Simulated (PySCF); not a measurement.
## Computed spin Hamiltonian

Compound: C5H7O2S (doublet state).
Z-matrix (Å and degrees, GFN2-xTB geometry), rows numbered from 1:
```
C 
C   1  1.2454
S   2  1.9951  1  121.40
O   3  1.4396  2  110.84  1   -12.57
O   3  1.4401  2  108.03  1  -143.06
C   3  1.8871  2  103.82  1   102.31
C   6  1.4654  3  107.75  2    65.26
C   7  1.3267  6  123.84  3   -98.71
H   1  1.0588  2  146.36  3     0.47
H   2  1.0679  1  136.49  3  -179.11
H   6  1.0850  3  103.90  2   -56.74
H   6  1.0850  3  102.97  2  -173.40
H   7  1.0808  6  115.68  3    77.85
H   8  1.0781  7  121.73  6    -3.15
H   8  1.0756  7  121.80  6   177.91
```

The hyperfine couplings belong to this conformer and change with its torsions.

The species is `[H]/[C]=C\S(=O)(=O)CC=C` [radical].

Level of theory: UKS B3LYP, pcH-1 on C H O S, non-relativistic, mean-field spin-orbit, GIAO (PySCF 2.14.0). One conformer (not necessarily the lowest) at the GFN2-xTB geometry, without solvent, vibrations or thermal averaging. The geometry wasn't refined by DFT: couplings that depend on bond lengths, twists or pyramidal angles can differ widely from those at the functional's own minimum. The SCF solution wasn't tested for stability.

```json
{
  "g1, g2, g3": "2.00209, 2.00351, 2.00498",
  "g_iso": "2.00352",
  "Form of g": "rhombic: the two nearest values differ by 49 % of g3 − g1",
  "⟨S²⟩": "0.7633 (exact 0.7500)",
  "HOMO–LUMO gap, α and β orbitals": "5.17, 4.18 eV"
}
```

Hyperfine couplings atom by atom, in MHz; T1 to T3 are the principal values of the dipolar part; ρ(0) is the spin density at the nucleus:

```csv
atom,isotope,a_iso,of which spin–orbit,T1,T2,T3,Mulliken spin population,ρ(0) (bohr⁻³)
C1,13C,188.9,-0.1,-70.2,-53.0,123.2,0.86,0.1681
C2,13C,-24.6,0.0,-9.0,-8.7,17.7,-0.21,-0.0219
S3,33S,98.1,-0.3,-17.4,-15.3,32.7,0.12,0.2865
O4,17O,-1.0,-0.1,-17.3,7.9,9.5,0.04,0.0014
O5,17O,-4.5,-0.1,-30.6,14.5,16.1,0.08,0.0072
C6,13C,28.5,0.0,-6.1,-5.8,11.9,0.06,0.0254
C7,13C,-3.7,0.0,-2.0,0.8,1.2,-0.02,-0.0033
C8,13C,2.4,0.0,-2.5,-2.2,4.8,0.03,0.0021
H9,1H,-4.1,0.0,-28.7,-4.1,32.8,-0.01,-0.0009
H10,1H,109.9,0.0,-3.1,-2.4,5.5,0.05,0.0246
H11,1H,-4.9,0.0,-3.7,0.8,2.9,0.00,-0.0011
H12,1H,4.7,0.0,-3.5,-0.3,3.7,0.01,0.0010
H13,1H,0.8,0.0,-1.0,-0.5,1.4,0.00,0.0002
H14,1H,-2.0,0.0,-1.5,0.1,1.4,0.00,-0.0004
H15,1H,-1.9,0.0,-1.6,-0.3,1.9,0.00,-0.0004
```

The Mulliken spin populations are largest on C1 (+0.86), C2 (-0.21), S3 (+0.12) and O5 (+0.08). No atom but C1 exceeds +0.15. The positive populations add up to 1.24 and the negative ones to -0.24, together 2S = 1.

Axes: g1 points within 12° of the C2–S3 bond.

Under fast tumbling the dipolar parts average out, and these isotropic splittings remain: 1 × 1H (H10, I = 1/2, 2 lines) with 3.92 mT, 1 × 1H (H9, I = 1/2, 2 lines) with 0.15 mT, 1 × 1H (H14, I = 1/2, 2 lines) with 0.07 mT and 1 × 1H (H15, I = 1/2, 2 lines) with 0.07 mT.

The 13C coupling of C1 (188.9 MHz) shows only in satellite lines or after enrichment, since that isotope makes up about 1.07 % of natural carbon.

The 33S coupling of S3 (98.1 MHz) shows only in satellite lines or after enrichment, since that isotope makes up about 0.76 % of natural sulfur.
